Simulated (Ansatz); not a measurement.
Reaction (formal exchange of groups at the Al–O bond): `B[O][Al]([OH])[F]` + `CCl` → `[OH][Al]([F])[Cl]` + `BOC`

Computed with Ansatz on PBE0-D4/def2-TZVP structures; ΔE is electronic, products minus reactants. CCSD(T)/CBS is the MP2 limit (def2-TZVPP, def2-QZVPP) plus CCSD(T) − MP2 in def2-TZVPP, frozen cores. This one scheme is used for every species. DFT in def2-TZVPP. B3LYP here is the variant with VWN-RPA as its local correlation; programs differ in this. Each species was taken in one conformer, which may not be the lowest.

| level | ΔE (kcal/mol) | difference from CCSD(T)/CBS |
| --- | --- | --- |
| PBE-D4 | -3.0 | -1.8 |
| revPBE-D4 | -2.8 | -1.6 |
| r2SCAN0-D4 | -1.7 | -0.5 |
| CAM-B3LYP-D4 | -1.2 | 0.0 |
| B3LYP | -1.0 | 0.2 |
| r2SCAN0 | -1.7 | -0.5 |
| LC-ωPBE | -2.1 | -0.9 |
| HF/def2-SVP | -3.4 | -2.2 |
| CCSD/def2-SVP | -4.4 | -3.2 |
| CCSD(T)/def2-TZVPP | -1.5 | -0.3 |
| CCSD(T)/CBS | -1.2 | 0 |

(1) What do rigid-rotor, harmonic-oscillator terms from PBE0-D4/def2-TZVP frequencies (298.15 K, 1 bar) make of the CCSD(T)/CBS value? (Best estimate.)

Largest T1 diagnostic among the species: 0.014.

Results:

(1) Computed: ΔZPE = +1.3 kcal/mol, ΔH = -0.4 kcal/mol, ΔS = -10 J/(mol·K), ΔG = +0.3 kcal/mol.

At CCSD(T), def2-SVP lies −3.6 kcal/mol from the extrapolated value and def2-TZVPP −0.3 kcal/mol. Leaving LDA and LC-ωPBE aside and taking each functional with its dispersion term where it has one, the values, not all of them listed here, spread over 2.2 kcal/mol, from PBE-D4 to BHLYP-D4. LDA lies −1.0 kcal/mol from PBE without D4.
